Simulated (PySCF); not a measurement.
C3H5FSi, SMILES FC=C=C[SiH3]. Geometry optimised at PBE-D3(BJ)/def2-SVP. This is a generated structure with no PubChem entry under its InChIKey; it may be hypothetical.

Computed with PySCF 2.14.0 with PBE-D3(BJ)/def2-SVP.

Harmonic wavenumbers (cm⁻¹): 84, 100, 190, 254, 400, 538, 599, 638, 731, 739, 833, 881, 903, 914, 1004, 1125, 1211, 1378, 2013, 2158, 2163, 2192, 3027, 3107. Rotational constants (GHz): 13.60, 1.459, 1.399; symmetry number 1.

Question: Work out the zero-point energy and the ideal-gas rigid-rotor harmonic-oscillator thermochemistry at 298.15 K and 1 atm.

Answer: ZPE = ½ Σ hcν = ½ × 27181 cm⁻¹ = 38.86 kcal/mol. H − E(el) = 43.66 kcal/mol. Entropy in cal/(mol K): translation 39.34, rotation 26.85, vibration 14.90, total 81.10. G − E(el) = 19.48 kcal/mol. Cp = 24.69 cal/(mol K). Modes under 150 cm⁻¹ make the vibrational entropy uncertain.
